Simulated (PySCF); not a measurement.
Al(F)(Me)(NCO) (C₂H₃AlFNO), SMILES [CH3][Al]([F])[N]=C=O.

Geometry optimised at r2SCAN-D4/def2-SVP. The structure was generated by enumeration; whether it is a known compound was not checked. The values are those of a single conformer.

Level of theory: PySCF 2.14.0 with TDA-CAM-B3LYP/def2-SVPD.

Vertical excitations. Gas-phase values at a fixed geometry.

| state | energy (eV) | λ (nm) | f | main pairs |
|---|---|---|---|---|
| S1 | 6.45 | 192 | 0.002 | HOMO→LUMO+1 86 % |
| S2 | 7.04 | 176 | 0.067 | HOMO−1→LUMO+1 62 %, HOMO→LUMO+3 12 % |
| S3 | 7.24 | 171 | 0.035 | HOMO→LUMO 78 % |
| S4 | 7.36 | 169 | 0.002 | HOMO−1→LUMO 64 %, HOMO−2→LUMO+1 20 % |
| S5 | 7.53 | 165 | 0.052 | HOMO−2→LUMO+1 61 %, HOMO−1→LUMO 13 %, HOMO−1→LUMO+3 10 % |
| S6 | 7.69 | 161 | 0.012 | HOMO−1→LUMO+3 29 %, HOMO−1→LUMO+2 23 %, HOMO−1→LUMO+5 16 %, HOMO−2→LUMO+1 9 % |
| S7 | 7.84 | 158 | 0.161 | HOMO−2→LUMO 83 % |
| S8 | 8.55 | 145 | 0.126 | HOMO→LUMO+2 67 % |
| S9 | 8.72 | 142 | 0.032 | HOMO−1→LUMO+2 56 %, HOMO−1→LUMO+4 16 % |
| S10 | 8.78 | 141 | 0.376 | HOMO→LUMO+3 26 %, HOMO−1→LUMO+1 21 %, HOMO−1→LUMO+8 12 %, HOMO−1→LUMO+10 8 % |
| T1 | 6.20 | 200 | 0 | HOMO−1→LUMO+1 74 % |
| T2 | 6.24 | 199 | 0 | HOMO→LUMO+1 82 % |
| T3 | 6.77 | 183 | 0 | HOMO→LUMO 27 %, HOMO→LUMO+3 26 %, HOMO→LUMO+5 19 % |
| T4 | 6.86 | 181 | 0 | HOMO→LUMO 29 %, HOMO−2→LUMO 18 %, HOMO−2→LUMO+1 11 %, HOMO→LUMO+2 8 % |
Triplets are in the Tamm–Dancoff approximation.
